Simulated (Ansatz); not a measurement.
`[F][Sb]([F])[SiH3]` + H–F → `[F][Sb]([F])[F]` + SiH₄ at 500 K and 1 bar (cleavage of the Sb–Si bond).

Calculated with Ansatz (gas phase, PBE0-D4/def2-TZVP geometries, no zero-point term in ΔE). CBS: MP2 limit from def2 TZ/QZ plus the TZ coupled-cluster correction, frozen cores. This one scheme is used for every species. def2 core potentials past Kr. For Sb outer-core shells are correlated without core-valence functions, which leaves a few kJ/mol of doubt a bond.

| species | CCSD(T)/CBS energy (Eh) | H − E (kJ/mol) | S (J/(mol·K)) |
| --- | --- | --- | --- |
| `[F][Sb]([F])[SiH3]` | -730.53304 | 116.7 | 413.4 |
| H–F | -100.39570 | 39.4 | 188.7 |
| `[F][Sb]([F])[F]` | -539.49495 | 45.4 | 340.2 |
| SiH₄ | -291.46306 | 102.4 | 230.9 |

H − E and S are ideal-gas, rigid-rotor, harmonic terms from PBE0-D4/def2-TZVP. 1 Eh = 2625.50 kJ/mol, R = 8.31446 J/(mol·K).

**Question.** By hand: ΔE, ΔH, ΔS and ΔG.

**Answer.** ΔE = (-539.49495) + (-291.46306) − (-730.53304) − (-100.39570) = -0.02927 Eh = -76.8 kJ/mol. Δ(H − E) = 45.4 + 102.4 − 116.7 − 39.4 = -8.3, so ΔH = -85.1 kJ/mol. ΔS = 340.2 + 230.9 − 413.4 − 188.7 = -31.0 J/(mol·K). ΔG = -85.1 − 500 × (-31.0)/1000 = -69.6 kJ/mol.

**Question.** By hand: the equilibrium constant, and the temperature at which ΔG would vanish if ΔH and ΔS stayed fixed.

**Answer.** log₁₀ K = −ΔG/(RT ln 10) = 7.3. ΔG = 0 at ΔH/ΔS = 2745 K, far beyond where these terms or the molecules hold.

ΔH outweighs TΔS. A doubt of 5 kJ/mol in ΔE shifts log₁₀ K by 0.5 here. These are equilibria of isolated gas molecules and say nothing of rates. Largest T1 diagnostic: 0.015 (customary marks: 0.02 for closed shells, 0.045 for open ones).
